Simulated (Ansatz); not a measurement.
Consider the ligand exchange at the Si–C bond: `O[Si](O)(F)C[SiH2]Cl` + H₂Se → `Cl[SiH2][SeH]` + `C[Si](O)(O)F`.

Isolated molecules relaxed with PBE0-D4/def2-TZVP in Ansatz; ΔE leaves out vibrations. CCSD(T)/CBS is the MP2 limit (def2-TZVPP, def2-QZVPP) plus CCSD(T) − MP2 in def2-TZVPP, frozen cores. This one scheme is used for every species. DFT in def2-TZVPP. B3LYP here is the variant with VWN-RPA as its local correlation; programs differ in this. For Se outer-core shells are correlated without core-valence functions, which leaves a few kJ/mol of doubt a bond. Scalar relativity is left out up to krypton. Each species was taken in one conformer, which may not be the lowest.

`O[Si](O)(F)C[SiH2]Cl`:

Z-matrix (Å, degrees):
```
Si
O 1 1.627
F 1 1.598 2 108.8
O 1 1.623 2 108.1 3 -119.4
C 1 1.848 2 114.1 3 119.1
H 2 0.961 1 117.1 3 -61.8
H 4 0.959 1 118.2 2 38.1
Si 5 1.857 1 115.8 2 -70.7
H 5 1.094 1 108.5 2 52.7
H 5 1.097 1 108.4 2 168.9
Cl 8 2.076 5 109.6 1 48.1
H 8 1.479 5 111.7 1 -70.1
H 8 1.482 5 112.0 1 165.6
```

H₂Se:

Z-matrix (Å, degrees):
```
Se
H 1 1.467
H 1 1.467 2 91.2
```

`Cl[SiH2][SeH]`:

Z-matrix (Å, degrees):
```
Si
Se 1 2.271
Cl 1 2.048 2 106.0
H 1 1.481 2 111.7 3 -118.0
H 1 1.481 2 111.8 3 118.0
H 2 1.471 1 91.4 3 179.2
```

`C[Si](O)(O)F`:

Z-matrix (Å, degrees):
```
C
Si 1 1.839
H 1 1.092 2 111.0
H 1 1.092 2 110.5 3 -120.0
H 1 1.092 2 110.5 3 120.2
O 2 1.625 1 108.4 3 176.6
O 2 1.636 1 114.9 3 -62.5
F 2 1.601 1 108.4 3 56.5
H 6 0.958 2 117.8 1 164.8
H 7 0.958 2 118.0 1 88.4
```

```
             level  ΔE (kJ/mol)  difference from CCSD(T)/CBS
            PBE-D4        -42.9                          0.5
         r2SCAN-D4        -42.9                          0.5
           PBE0-D4        -42.8                          0.6
          B3LYP-D4        -40.2                          3.2
           ωB97X-V        -39.7                          3.7
           ωB97M-V        -38.6                          4.8
            B2PLYP        -46.5                         -3.1
               PBE        -49.1                         -5.7
            r2SCAN        -45.0                         -1.6
              PBE0        -48.5                         -5.1
             B3LYP        -49.6                         -6.2
     HF/def2-TZVPP        -50.7                         -7.3
    MP2/def2-TZVPP        -42.7                          0.7
SCS-MP2/def2-TZVPP        -43.1                          0.3
   CCSD/def2-TZVPP        -40.1                          3.3
CCSD(T)/def2-TZVPP        -38.7                          4.7
     HF/def2-QZVPP        -50.4                         -7.0
    MP2/def2-QZVPP        -45.3                         -1.9
SCS-MP2/def2-QZVPP        -45.4                         -2.0
      HF/CBS(def2)        -50.4                         -7.0
     MP2/CBS(def2)        -47.4                         -4.0
    CCSD/CBS(def2)        -44.8                         -1.4
       CCSD(T)/CBS        -43.4                            0
```

Largest T1 diagnostic among the species: 0.011.

The D4 term adds +9.4 kJ/mol with B3LYP and +5.7 kJ/mol with PBE0; it sums over pairs of atoms, weighted by their polarisabilities, and B3LYP, whose exchange is more repulsive, gets the larger term. In def2-TZVPP, CCSD(T) changes the Hartree–Fock value by +12.0 kJ/mol (the triples alone add +1.4 kJ/mol) and MP2 by +8.0 kJ/mol.
